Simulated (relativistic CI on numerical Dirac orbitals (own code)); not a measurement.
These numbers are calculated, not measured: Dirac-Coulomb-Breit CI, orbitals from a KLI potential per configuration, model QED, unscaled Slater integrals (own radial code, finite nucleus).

The strongest absorption lines from the ground level of an ion, among the configurations computed and to levels below about 1320 eV (vacuum wavelength in nm, gf): 1.5704 (0.82), 1.5878 (0.78), 1.5944 (1.2), 1.6715 (0.045), 1.7928 (0.21), 3.0113 (0.78), 3.0447 (0.38), 3.2945 (0.042).

(1) Which ion is it?
A. Au64+
B. Au60+
C. Ac72+
D. Au62+

Results:

(1) D. Au62+ has 17 electrons and the ground level 3s²3p⁵ ²P°3/2; the strongest line goes to 3s²3p⁴3d ²D5/2. The pattern of lines fixes the number of electrons, and along that sequence the line energies rise steadily with the charge (about as its square where n changes within one kind of shell, about linearly where n is kept but much faster in heavy ions where fine structure, which grows about as Z⁴, sets the gap, and irregularly where shells cross), which fixes Z. Configurations outside the model, such as inner-shell arrays, can give stronger lines. At this charge energies of transitions that change n are usually good to better than 1 %, and those within a shell (Δn = 0) to a few per cent.

LS names give the leading component of a level, which can be under half, so a name can repeat, a term be missing and a line seem to break the LS rules.
